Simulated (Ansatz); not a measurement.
`C[O][SbH][SiH3]` + H₂O → `[OH][SbH][SiH3]` + CH₃OH at 500 K and 1 bar (formal hydrolysis of the Sb–O bond).

Gas-phase electronic energies from Ansatz, PBE0-D4/def2-TZVP geometries. CCSD(T)/CBS is the MP2 limit (def2-TZVPP, def2-QZVPP) plus CCSD(T) − MP2 in def2-TZVPP, frozen cores. This one scheme is used for every species. def2 core potentials past Kr. For Sb outer-core shells are correlated without core-valence functions, which leaves a few kJ/mol of doubt a bond. One conformer a species, not always the lowest.

```tsv
species	CCSD(T)/CBS energy (Eh)	H − E (kJ/mol)	S (J/(mol·K))
`C[O][SbH][SiH3]`	-646.51193	241.6	451.9
H₂O	-76.37941	73.2	206.3
`[OH][SbH][SiH3]`	-607.27229	159.0	398.0
CH₃OH	-115.61712	157.0	265.4
```

H − E and S are ideal-gas, rigid-rotor, harmonic terms from PBE0-D4/def2-TZVP, for one conformer and one mirror image of each species. 1 Eh = 2625.50 kJ/mol, R = 8.31446 J/(mol·K).

Question: By hand: ΔE, ΔH, ΔS and ΔG.

Answer: ΔE = (-607.27229) + (-115.61712) − (-646.51193) − (-76.37941) = 0.00193 Eh = 5.1 kJ/mol. Δ(H − E) = 159.0 + 157.0 − 241.6 − 73.2 = 1.2, so ΔH = 6.3 kJ/mol. ΔS = 398.0 + 265.4 − 451.9 − 206.3 = 5.2 J/(mol·K). ΔG = 6.3 − 500 × (5.2)/1000 = 3.7 kJ/mol.

Question: By hand: the equilibrium constant, and the temperature at which ΔG would vanish if ΔH and ΔS stayed fixed.

Answer: log₁₀ K = −ΔG/(RT ln 10) = -0.4. ΔG = 0 at ΔH/ΔS = 1212 K, though so small a ΔH makes that figure unsure.

TΔS isn't small against ΔH here. The sign of ΔG lies within the doubt. A doubt of 5 kJ/mol in ΔE shifts log₁₀ K by 0.5 here. Other conformers and mirror images would add mixing entropy, several J/(mol·K) or more a flexible species. Modes under 60 cm⁻¹, often nearly free rotors, make the harmonic entropy too high. These are equilibria of isolated gas molecules and say nothing of rates. Largest T1 diagnostic: 0.014 (customary marks: 0.02 for closed shells, 0.045 for open ones).
